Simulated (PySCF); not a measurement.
HN (SMILES [NH]), triplet, at a GFN2-xTB geometry; TPSS/6-31G* (PySCF).

Input for PySCF:
```python
from pyscf import gto, scf, dft

mol = gto.M(
    atom='''
N    -0.00000000   -0.00000000   -0.12795737
H     0.00000000    0.00000000    0.89570158
''',
    basis='6-31g*',
    spin=2,
    verbose=5,
)

mf = dft.UKS(mol)
mf.xc = 'tpss'
mf.kernel()
```

Q: What does PySCF print? Leave out banner, timings and long lists.

A: 
```
PySCF version 2.14.0

[INPUT] verbose = 5
[INPUT] max_memory = 4000
[INPUT] num. atoms = 2
[INPUT] num. electrons = 8
[INPUT] charge = 0
[INPUT] spin (= nelec alpha-beta = 2S) = 2
[INPUT] symmetry False subgroup None
[INPUT] Mole.unit = angstrom
[INPUT] Symbol           X                Y                Z      unit          X                Y                Z       unit  Magmom
[...]
[INPUT] ---------------- BASIS SET ----------------
[INPUT] l, kappa, [nprim/nctr], expnt,             c_1 c_2 ...
[INPUT] N
[...]
                                627.4579          0.013995
                                142.9021          0.068587
                                40.23433          0.232241
                                12.82021          0.46907
                                4.390437          0.360455
[...]
                                2.71628           -0.169118
                                0.772218          1.145852
[...]
                                2.71628           0.323907
                                0.772218          0.740895
[...]
[INPUT] H
[...]
                                2.8253937         0.23472695
                                0.6401217         0.81375733
[...]
nuclear repulsion = 3.61862754820832
number of shells = 8
number of NR pGTOs = 31
number of NR cGTOs = 16
basis = 6-31g*
ecp = {}

******** <class 'pyscf.dft.uks.UKS'> ********
method = UKS
initial guess = minao
damping factor = 0
level_shift factor = 0
DIIS = <class 'pyscf.scf.diis.CDIIS'>
diis_start_cycle = 1
diis_space = 8
diis_damp = 0
SCF conv_tol = 1e-09
SCF conv_tol_grad = None
SCF max_cycles = 50
direct_scf = True
direct_scf_tol = 1e-13
number electrons alpha = 5  beta = 3
XC library pyscf.dft.libxc version 7.1.2
    S. Lehtola, C. Steigemann, M. J. T. Oliveira, and M. A. L. Marques,  SoftwareX 7, 1–5 (2018)
XC functionals = tpss
    J. Tao, J. P. Perdew, V. N. Staroverov, and G. E. Scuseria,  Phys. Rev. Lett. 91, 146401 (2003)
    J. P. Perdew, J. Tao, V. N. Staroverov, and G. E. Scuseria,  J. Chem. Phys. 120, 6898 (2004)
    J. Tao, J. P. Perdew, V. N. Staroverov, and G. E. Scuseria,  Phys. Rev. Lett. 91, 146401 (2003)
    J. P. Perdew, J. Tao, V. N. Staroverov, and G. E. Scuseria,  J. Chem. Phys. 120, 6898 (2004)
radial grids:
    Treutler-Ahlrichs [JCP 102, 346 (1995); DOI:10.1063/1.469408] (M4) radial grids

becke partition: Becke, JCP 88, 2547 (1988); DOI:10.1063/1.454033
pruning grids: <function nwchem_prune>
grids dens level: 3
symmetrized grids: False
atomic radii adjust function: <function treutler_atomic_radii_adjust>
small_rho_cutoff = 0
Set gradient conv threshold to 3.16228e-05
atom N rad-grids = 75, ang-grids = [ 50  50  50  50  50  50  50  50  50  50  50  50  50  50  50  50  50  50
  50  50  50  50  50  86  86  86  86  86  86  86  86  86  86 266 266 266
 266 266 266 266 302 302 302 302 302 302 302 302 302 302 302 302 302 302
 302 302 302 302 302 302 266 266 266 266 266 266 266 266 266 266 266 266
 266 266 266]
atom H rad-grids = 50, ang-grids = [ 50  50  50  50  50  50  50  50  50  50  50  50  50  50  50  86  86  86
  86 266 266 266 266 266 302 302 302 302 302 302 302 302 302 302 302 302
 302 266 266 266 266 266 266 266 266 266 266 266 266 266]
tot_boxes 891, boxes in each direction [7 7 9]
Padding 2 grids
tot grids = 23712
nelec by numeric integration = [3.99772071 3.99772071]
E1 = -81.66367127706711  E2 = 22.944924929855908  Ecoul = 30.06601587336732  Exc = -7.12109094351141
init E= -55.1001187990029
cond(S) = 48.32758735326297

  alpha mo_energy =
[-14.14239919  -0.74036479  -0.35873387  -0.22701087  -0.22701087
   0.0924797    0.65271816   0.65271816   0.67607535   0.73322052
   0.97701584   1.62220604   1.62220604   1.66453888   1.66453973
   2.21003538]
  beta  mo_energy =
[-14.14239919  -0.74036479  -0.35873387  -0.22701087  -0.22701087
   0.0924797    0.65271816   0.65271816   0.67607535   0.73322052
   0.97701584   1.62220604   1.62220604   1.66453888   1.66453973
   2.21003538]
[...]
cycle= 4 E= -55.2281726369905  delta_E= -3.3e-05  |g|= 0.00106  |ddm|= 0.00756
  alpha mo_energy =
[-14.18253964  -0.78188296  -0.34949438  -0.28136221  -0.28136221
   0.08056997   0.61505556   0.61505556   0.69079773   0.7261332
   0.94199009   1.61287847   1.61287847   1.61727028   1.61727084
   2.21753017]
  beta  mo_energy =
[-14.14178253  -0.68292859  -0.31181004  -0.11148559  -0.11148559
   0.10847202   0.73406667   0.73573363   0.73573363   0.79488489
   1.05258908   1.73357947   1.73357947   1.77796653   1.77796688
   2.33522392]
multiplicity <S^2> = 2.0055133  2S+1 = 3.0036733
nelec by numeric integration = [5.         2.99999998]
E1 = -81.72558484297943  E2 = 22.87878394083578  Ecoul = 30.09333055471209  Exc = -7.214546613876307
cycle= 5 E= -55.2281733539353  delta_E= -7.17e-07  |g|= 0.00084  |ddm|= 0.00217
  alpha mo_energy =
[-14.18331629  -0.78214167  -0.3497481   -0.28166452  -0.28166452
   0.08053708   0.61482312   0.61482312   0.69053658   0.72613577
   0.94182579   1.61260597   1.61260597   1.61702005   1.61702061
   2.21732318]
  beta  mo_energy =
[-14.14254874  -0.6831176   -0.31208049  -0.11175981  -0.11175981
   0.10841587   0.73385784   0.73547149   0.73547149   0.79466693
   1.05241023   1.73335986   1.73335986   1.77771622   1.77771659
   2.33494496]
multiplicity <S^2> = 2.0055224  2S+1 = 3.0036793
nelec by numeric integration = [5.         2.99999998]
E1 = -81.72866055171238  E2 = 22.88185923777946  Ecoul = 30.096893145425923  Exc = -7.215033907646464
cycle= 6 E= -55.2281737657246  delta_E= -4.12e-07  |g|= 9.24e-05  |ddm|= 0.00105
  alpha mo_energy =
[-14.18324995  -0.78212872  -0.34973319  -0.28164853  -0.28164853
   0.08057171   0.61483737   0.61483737   0.69052901   0.72620753
   0.94184359   1.61260026   1.61260026   1.61703277   1.61703333
   2.21733824]
  beta  mo_energy =
[-14.14247271  -0.68309448  -0.31205583  -0.11174817  -0.11174817
   0.10840613   0.73387731   0.73548609   0.73548609   0.7945892
   1.05238902   1.73336594   1.73336594   1.77772662   1.777727
   2.33486852]
multiplicity <S^2> = 2.0055265  2S+1 = 3.0036821
nelec by numeric integration = [5.         2.99999998]
E1 = -81.72852288562748  E2 = 22.881721559549813  Ecoul = 30.096733518081212  Exc = -7.215011958531398
cycle= 7 E= -55.2281737778694  delta_E= -1.21e-08  |g|= 8.05e-06  |ddm|= 0.000273
  alpha mo_energy =
[-14.1832549   -0.78213077  -0.34973565  -0.28164971  -0.28164971
   0.08057109   0.61483612   0.61483612   0.69052645   0.72620913
   0.94184235   1.61259824   1.61259824   1.61703247   1.61703303
   2.21733735]
  beta  mo_energy =
[-14.14247777  -0.68309749  -0.31205741  -0.1117501   -0.1117501
   0.10839986   0.73387788   0.73548414   0.73548414   0.79457443
   1.05238048   1.73336246   1.73336246   1.77772564   1.77772602
   2.33485443]
multiplicity <S^2> = 2.0055267  2S+1 = 3.0036822
nelec by numeric integration = [5.         2.99999998]
E1 = -81.7285212633851  E2 = 22.88171993721736  Ecoul = 30.096732544078037  Exc = -7.215012606860678
cycle= 8 E= -55.2281737779594  delta_E= -9.01e-11  |g|= 4.04e-07  |ddm|= 2.72e-05
  alpha mo_energy =
[-14.18325468  -0.7821305   -0.34973535  -0.28164965  -0.28164965
   0.08057136   0.61483616   0.61483616   0.69052656   0.72620966
   0.94184254   1.61259837   1.61259837   1.61703246   1.61703302
   2.2173377 ]
  beta  mo_energy =
[-14.14247758  -0.68309724  -0.31205724  -0.11175005  -0.11175005
   0.10840003   0.73387795   0.73548415   0.73548415   0.79457415
   1.05238032   1.73336236   1.73336236   1.77772565   1.77772603
   2.33485373]
multiplicity <S^2> = 2.0055267  2S+1 = 3.0036822
nelec by numeric integration = [5.         2.99999998]
E1 = -81.72852143197399  E2 = 22.881720105806124  Ecoul = 30.09673266957767  Exc = -7.215012563771545
Extra cycle  E= -55.2281737779595  delta_E= -1.14e-13  |g|= 1.11e-07  |ddm|= 5.66e-07
converged SCF energy = -55.2281737779595  <S^2> = 2.0055267  2S+1 = 3.0036822
```
